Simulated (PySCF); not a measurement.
Ligand exchange on a metal centre used in film growth or etching (W OH-NH2). All species are isolated molecules in the gas phase. One relaxed conformer stands for each flexible species; it need not be the lowest.

Computed with PBE-D3(BJ)/def2-TZVP // PBE-D3(BJ)/def2-SVP (PySCF). All candidates: neutral, multiplicity 1. 

| Quantity | Value |
|---|---|
| HOMO–LUMO gap | 3.66 eV |
| LUMO | -3.47 eV |
| HOMO | -7.13 eV |

**Question.** Name which member has these values.
A) [W(OH)6]
B) [W(OH)2(NH2)4]
C) [W(OH)3(NH2)3]
D) [W(NH2)6]

**Answer.** A, [W(OH)6]. The others give [W(NH2)6]: 3.00 eV, -1.92 eV, -4.92 eV; [W(OH)3(NH2)3]: 2.76 eV, -2.76 eV, -5.52 eV; [W(OH)2(NH2)4]: 2.67 eV, -2.68 eV, -5.35 eV
